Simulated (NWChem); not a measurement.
System: dimethyl diselenide (C$_{2}$H$_{6}$Se$_{2}$); SMILES C[Se][Se]C

Here is an NWChem input.

```
start job
memory heap 200 mb stack 900 mb global 1100 mb
geometry units angstroms
  C      1.960237    -1.265315     0.110101
  Se     0.976439     0.397993     0.502628
  Se    -0.958597     0.023115    -0.667100
  C     -2.050178    -0.857573     0.719035
  H      2.954524    -1.154815     0.531632
  H      2.020394    -1.396289    -0.966382
  H      1.451623    -2.108086     0.569988
  H     -3.045348    -0.988885     0.305633
  H     -2.088900    -0.220653     1.597911
  H     -1.618195    -1.823520     0.965580
end
basis spherical
  * library 6-31g*
end
dft
  xc b3lyp
  iterations 150
end
driver
  maxiter 120
end
task dft optimize
task dft freq
```

This build's default masses of Se (78.918 u) and Br (79.917 u) are each other's, which moves their modes by up to 0.6 %. B3LYP is NWChem's, with the RPA form of VWN correlation.

The level has its own optimisation; frequencies are unscaled.

Task: Give the results of this calculation. (B3LYP/6-31G* (spherical d).) Quantities: r C–Se (Å); r Se–Se (Å); highest harmonic frequency (cm⁻¹); lowest (cm⁻¹); zero-point energy (kcal/mol); dipole (D).

Result: 
- r C–Se (Å) = 1.985
- r Se–Se (Å) = 2.353
- highest harmonic frequency (cm⁻¹) = 3192
- lowest (cm⁻¹) = 75
- zero-point energy (kcal/mol) = 47.5
- dipole (D) = 2.06
